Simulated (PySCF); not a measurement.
Results of a calculation; reference values are marked as such.
Si2PH7NO4

The system: Si2PH7NO4, a small molecule (built as: Si site whose three back bonds go to NHSiH3, H, OP(=O)(OH)2); neutral, doublet. The structure, one conformer, was relaxed in the gas phase by PBE0-D3(BJ)/def2-SVP. No frequency run checks that it is a minimum.

SMILES: O=P(O)(O)O[SiH]N[SiH3]

```xyz
15

Si   -0.085    1.885   -0.173
N    -1.578    1.110   -0.561
Si   -2.080   -0.582   -0.563
O     1.140    0.694   -0.265
P     1.397   -0.512    0.749
O     0.250   -0.941    1.571
O     1.976   -1.652   -0.214
O     2.662    0.018    1.595
H     0.309    2.881   -1.228
H    -2.359    1.761   -0.637
H    -2.572   -1.072    0.754
H    -0.956   -1.415   -1.066
H    -3.217   -0.653   -1.535
H     2.531   -1.297   -0.920
H     2.582   -0.268    2.514
```
(Å; atoms numbered from 1)

EPR values by unrestricted B3LYP, IGLO-III on N O P Si, pcH-1 on H.

Question: Predict g and the largest hyperfine couplings. Where does the spin sit?

Answer: g = 2.0004, 2.0023, 2.0025. The spin sits on Si1 (76 %, bonded to 1 N + 1 O + 1 H) by Mulliken populations.
```tsv
atom	isotope	isotropic (MHz)	dipolar, principal values (MHz)
Si1	29Si	-737.0	-128.2, 62.0, 66.2
H9	1H	222.6	-5.6, -1.0, 6.6
O4	17O	-12.8	-19.8, 9.6, 10.2
N2	14N	17.3	-7.1, -6.6, 13.7
H10	1H	-9.2	-8.6, -3.2, 11.8
H13	1H	9.9	-1.3, -0.9, 2.1
```

Question: How do the isotropic couplings move with BHandHLYP?

Answer: Si1 -737.0 to -773.4 MHz, H9 222.6 to 224.5 MHz, O4 -12.8 to -16.6 MHz, N2 17.3 to 19.8 MHz.

The 2 runs behind this took 5.3 min in all, one thread each of Arm Neoverse V2 on a shared host, launched as `OMP_NUM_THREADS=1 python cluster_run.py task.json out`.
